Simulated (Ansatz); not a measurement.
`O[SiH](F)S[SiH2]F` at its PBE0-D4/def2-TZVP geometry, where that method's forces vanish. Charge 0, multiplicity 1.

```xyz
10

O    -0.5788    0.4176   -2.6493
Si   -0.6558    0.6139   -1.0409
F    -1.6168   -0.4634   -0.3645
S     1.2874    0.3628   -0.2053
Si    0.8046   -0.5239    1.6659
F    -0.1185    0.4520    2.5273
H    -0.0729   -0.3157   -3.0043
H    -1.2282    1.9443   -0.7994
H     2.0994   -0.6884    2.3605
H     0.0796   -1.7993    1.5102
```

Q: What forces (eV/Å) does B3LYP-D4/def2-TZVPP give on these atoms in Ansatz? (Estimate.)

A: The calculation gave: 
```
O1   0.008 -0.030 -0.135
Si2 -0.073  0.305  0.003
F3  -0.135 -0.136  0.087
S4   0.153  0.043 -0.065
Si5  0.169 -0.295  0.096
F6  -0.123  0.123  0.110
H7   0.007 -0.013 -0.064
H8   0.028 -0.081 -0.018
H9  -0.087  0.000 -0.034
H10  0.054  0.083  0.021
```

B3LYP here is the variant with VWN-RPA as its local correlation; programs differ in this.
